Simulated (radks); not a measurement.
The numbers below are computed, except where a source is named.
Problem. Ionisation of neutral cobalt, [Ar] 3d7 4s2, to Co+, [Ar] 3d8, under several functionals. Scalar-relativistic Kohn-Sham, spin-polarised, spherical densities, finite nucleus; open shells are filled with parallel spins first; a radial shooting solver on a logarithmic mesh with Libxc functionals. The NIST Atomic Spectra Database gives 7.881 eV (measured). Rank these functionals by the error of their Delta-SCF ionisation energy: r2SCAN; PBEsol; B86b exchange with PBE correlation; exchange-only B88; BLYP; revPBE; exchange-only LDA; AM05.

Solution. From best to worst: BLYP 7.862 eV (-0.019); r2SCAN 7.902 eV (+0.021); B86b exchange with PBE correlation 7.760 eV (-0.121); PBEsol 7.682 eV (-0.199); revPBE 7.612 eV (-0.269); AM05 7.597 eV (-0.284); exchange-only B88 7.576 eV (-0.305); exchange-only LDA 7.450 eV (-0.431). Open shells are spherical and high-spin; term and fine-structure splittings are not resolved.
